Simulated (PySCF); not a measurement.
Relaxation of singlet YSBr

Level of theory: PBE0 in PySCF with Y def2-TZVP with ECP28, S def2-TZVP, Br def2-TZVP; scalar-relativistic core potentials, no spin–orbit coupling; density-fitted integrals. A (50,194) grid was used.

A start displaced from a saddle point along its imaginary mode, of Cs symmetry, held to at least that symmetry:

```xyz
3
charge 0 multiplicity 1, angstrom
Y     0.1665    0.0041   -0.6995
S    -0.2499   -0.0062   -3.0073
Br   -0.0864   -0.0021    2.0064
```

Problem. What forces act on the atoms at the start (eV/Å)?

Solution. 
```csv
atom,Fx,Fy,Fz
Y1,0.06,0.00,-0.58
S2,0.03,0.00,0.81
Br3,-0.09,0.00,-0.23
```

Problem. What does it relax to?

Solution. It ends at Cs with Y–Br 2.618 Å, Y–S 2.283 Å; Br–Y–S 119.2° (after a last refinement on a finer grid). The frequency run here used a shortcut that can spoil soft modes, so no verdict on minimum or saddle point is given. Other isomers or separated fragments may lie lower.

Problem. How much energy is released, and in how many steps?

Solution. 27.7 kJ/mol in 11 steps.
